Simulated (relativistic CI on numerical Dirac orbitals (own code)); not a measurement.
**Crystal-field levels of Os²⁺, 5d6**

Calculated by Dirac-Coulomb-Breit CI, orbitals from a KLI potential per configuration, model QED (radiative potential, 1s self-energy scaled to tabulated hydrogen-like ionisation energies), valence Slater integrals scaled by 0.85, one configuration in a parametric crystal field (own radial code).

Field parameters in Wybourne normalisation: D4h B²₀ = −7Ds, B⁴₀ = 21(Dq − Dt), B⁴₄ = 21√(5/14) Dq. The field is a parameter set, without covalency.

S and J are read from ⟨S²⟩ = S(S + 1) and ⟨J²⟩ = J(J + 1) of each level; they are not fictitious spins.

D4h, 10Dq = 34250, Ds = -1500, Dt = -350 cm⁻¹, the lowest 16 levels:

```
E (cm⁻¹)  Degeneracy  Irrep     S     J
     0.0           1     A1  0.10  4.47
   23989           1     A1  1.03  4.28
   25009           1     A2  0.98  4.26
   25219           2      E  0.99  4.02
   28443           1     B2  1.02  3.74
   28473           1     B1  1.01  3.89
   28997           2      E  1.04  3.70
   29465           1     A1  1.01  3.84
   32241           2      E  0.82  4.33
   32534           1     B1  1.03  4.13
   33126           1     B2  1.02  3.91
   33552           1     A2  0.39  4.85
   35713           1     A1  1.03  3.77
   35759           2      E  0.52  4.56
   35874           1     A2  0.95  3.90
   40096           2      E  1.01  3.79
```

D4h, 10Dq = 34250, Ds = 3000, Dt = -350 cm⁻¹, the lowest 16 levels:

| E (cm⁻¹) | Degeneracy | Irrep | S | J |
| --- | --- | --- | --- | --- |
| 0.0 | 1 | A1 | 0.10 | 4.47 |
| 21089 | 1 | B1 | 1.02 | 4.20 |
| 21407 | 2 | E | 1.00 | 4.01 |
| 26121 | 1 | B2 | 0.96 | 3.89 |
| 26879 | 2 | E | 1.03 | 3.87 |
| 26881 | 1 | A1 | 1.02 | 4.00 |
| 28098 | 1 | B1 | 1.01 | 3.84 |
| 28827 | 2 | E | 1.02 | 3.78 |
| 30203 | 1 | A2 | 1.03 | 3.73 |
| 30632 | 1 | A1 | 1.03 | 3.83 |
| 32125 | 1 | A2 | 0.27 | 5.00 |
| 33336 | 1 | B2 | 0.24 | 3.74 |
| 35268 | 2 | E | 0.20 | 4.99 |
| 40207 | 1 | A1 | 1.04 | 4.10 |
| 40566 | 1 | A2 | 0.98 | 4.30 |
| 41789 | 2 | E | 1.04 | 3.87 |

D4h, 10Dq = 34250, Ds = 2590, Dt = -350 cm⁻¹, the lowest 16 levels:

```
E (cm⁻¹)  Degeneracy  Irrep     S     J
     0.0           1     A1  0.10  4.47
   22432           1     B1  1.02  4.23
   22843           2      E  1.00  4.04
   26596           1     B2  0.97  3.91
   26815           1     A1  1.02  4.01
   26842           2      E  1.03  3.88
   28711           1     B1  1.01  3.81
   29329           2      E  1.02  3.75
   30457           1     A2  1.00  3.82
   30976           1     A1  1.03  3.83
   32059           1     A2  0.35  4.90
   34822           1     B2  0.21  3.72
   35505           2      E  0.22  4.99
   39163           1     A1  1.04  4.08
   39618           1     A2  0.96  4.33
   40776           2      E  1.01  3.89
```

D4h, 10Dq = 34250, Ds = 2180, Dt = -350 cm⁻¹, the lowest 16 levels:

```
E (cm⁻¹)  Degeneracy  Irrep     S     J
     0.0           1     A1  0.10  4.47
   23691           1     B1  1.03  4.26
   24222           2      E  0.99  4.07
   26736           1     A1  1.02  4.03
   26798           2      E  1.03  3.89
   27040           1     B2  0.99  3.92
   29399           1     B1  1.00  3.78
   29867           2      E  1.03  3.71
   30599           1     A2  0.95  4.01
   31297           1     A1  1.03  3.82
   32046           1     A2  0.49  4.71
   35689           2      E  0.26  4.97
   36330           1     B2  0.18  3.72
   38149           1     A1  1.03  4.07
   38725           1     A2  0.92  4.36
   39806           2      E  0.99  3.93
```

D4h, 10Dq = 34250, Ds = 1770, Dt = -350 cm⁻¹, the lowest 16 levels:

```csv
E (cm⁻¹),Degeneracy,Irrep,S,J
0.0,1,A1,0.10,4.47
24838,1,B1,1.03,4.28
25521,2,E,0.99,4.11
26640,1,A1,1.02,4.05
26747,2,E,1.03,3.90
27459,1,B2,1.00,3.93
30183,1,B1,1.00,3.76
30457,2,E,1.03,3.67
30561,1,A2,0.87,4.24
31579,1,A1,1.03,3.82
32135,1,A2,0.64,4.46
35781,2,E,0.35,4.89
37187,1,A1,1.03,4.04
37852,1,B2,0.17,3.72
37906,1,A2,0.89,4.40
38925,2,E,0.94,4.04
```

The free-ion ground term has S = 2. The field overcomes the spin-pairing energy for D4h, 10Dq = 34250, Ds = -1500, Dt = -350 cm⁻¹; D4h, 10Dq = 34250, Ds = 3000, Dt = -350 cm⁻¹; D4h, 10Dq = 34250, Ds = 2590, Dt = -350 cm⁻¹; D4h, 10Dq = 34250, Ds = 2180, Dt = -350 cm⁻¹; D4h, 10Dq = 34250, Ds = 1770, Dt = -350 cm⁻¹, where the ground state has lower spin; these fields are assumed values.

Levels of this model without a field, named by their leading LS term: 5D_4 0, 5D_3 3916, 5D_2 4407, 5D_1 6158, 5D_0 6529, 3H_4 13131, 3H_6 15572, 3H_5 15701 cm⁻¹.
